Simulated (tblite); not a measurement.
sulfur trioxide (O3S), singlet, at a GFN2-xTB geometry; GFN1-xTB (tblite).

tblite was given this input:
```
$ tblite run mol.xyz --method gfn1 --charge 0 --spin 0 --spin-polarized --json tblite.json --no-restart

# file mol.xyz
4

O     -0.69178694    -1.23678958    -0.04601210
S     -0.00000000     0.00000000    -0.00000000
O     -0.72514024     1.21840142    -0.00209182
O      1.41692719     0.01838817     0.04810392
```

Write the output that tblite gives for this input, abridged.


```
xTB calculator
 | screened Coulomb repulsion
 | Coulomb electrostatics
 |  * isotropic Klopman-Ohno-Mataga-Nishimoto electrostatics
 |  * onsite third-order electrostatics
 | DFT-D3(BJ) dispersion correction
 | Interactions (1)
 | [1] spin polarization

halogen bonding energy    0.0000000000000E+00 Eh
repulsion energy          9.7004733294111E-02 Eh
dispersion energy        -8.9853374324115E-04 Eh
interaction energy        0.0000000000000E+00 Eh
number of electrons       2.4000000000000E+01 e
integral cutoff           1.9487547202114E+01 bohr

------------------------------------------------------------
  cycle        total energy    energy error   density error
------------------------------------------------------------
      1     -16.01560801641  -1.6111714E+01   7.4400699E-01
      2     -16.25018713137  -2.3457911E-01   8.5879056E-01
      3     -17.10009798296  -8.4991085E-01   3.8609935E-01
      4     -17.64824835858  -5.4815038E-01   2.8432693E-02
      5     -17.63972175936   8.5265992E-03   4.8095170E-02
      6     -17.64942534918  -9.7035898E-03   3.8183522E-03
      7     -17.64943185314  -6.5039620E-06   1.3040222E-03
      8     -17.64943284566  -9.9251860E-07   4.8997790E-04
      9     -17.64943397746  -1.1318067E-06   1.0207553E-04
     10     -17.64943400203  -2.4566607E-08   6.8979694E-07
------------------------------------------------------------

electronic energy        -1.7745540201580E+01 Eh
total energy             -1.7649434002029E+01 Eh

Post processing:
 | Mayer-Wiberg bond orders

[Info] JSON dump of results written to 'tblite.json'
```
